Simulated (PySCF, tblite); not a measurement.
Isomers of C6H10NO (doublet state), one GFN2-xTB conformer each. Single-point energies are computed at B3LYP/pcH-1 (PySCF, gas phase, no added dispersion term), electronic only. GFN2-xTB treats the open shell by occupation alone, and not every SCF solution was tested for stability.

Problem. Rank them by B3LYP/pcH-1 energy, lowest first (kcal/mol).
A. `[CH3:1][CH2:2][C:3]1=[C:4]([CH3:5])[O:6][N:7][CH2:8]1` (doublet state) with C1–C2–C3–C4 -91°
B. `[H]/[C:1]=[CH:2]\[C:3](=[O:4])[N:5]([CH3:6])[CH2:7][CH3:8]` (doublet state) with C1–C2–C3–O4 -73°, C2–C3–N5–C6 180°, C3–N5–C7–C8 95°
C. `[H]/[C:1]=[CH:2]\[CH2:3][C:4](=[O:5])[N:6]([CH3:7])[CH3:8]` (doublet state) with C1–C2–C3–C4 -126°, C2–C3–C4–O5 -99°, C3–C4–N6–C7 2°

Solution. C (0.0), B (0.0), A (4.0).

As drawn, the highest has an N–O linkage, which the lowest lacks. Neighbours under 5.0 kcal/mol apart ([H]/[C]=C\CC(=O)N(C)C and [H]/[C]=C\C(=O)N(C)CC; [H]/[C]=C\C(=O)N(C)CC and CCC1=C(C)O[N]C1) can change places with a better method, another conformer or zero-point energy. GFN2-xTB itself gives, in the same order: 15.6, 12.8, 0.0. GFN2-xTB puts CCC1=C(C)O[N]C1 lowest instead; measured from each level's own lowest isomer, the values differ by up to 15.6 kcal/mol ([H]/[C]=C\CC(=O)N(C)C: 15.6 against 0.0).

Problem. What happens when harmonic zero-point energies from GFN2-xTB frequencies are added?

Solution. 
| SMILES | ZPE (kcal/mol) | electronic (kcal/mol) | with ZPE (kcal/mol) |
| --- | --- | --- | --- |
| [H]/[C]=C\CC(=O)N(C)C | 91.5 | 0.0 | 0.0 |
| [H]/[C]=C\C(=O)N(C)CC | 91.7 | 0.0 | 0.2 |
| CCC1=C(C)O[N]C1 | 93.2 | 4.0 | 5.7 |

The zero-point energies span 1.7 kcal/mol. The order is unchanged.
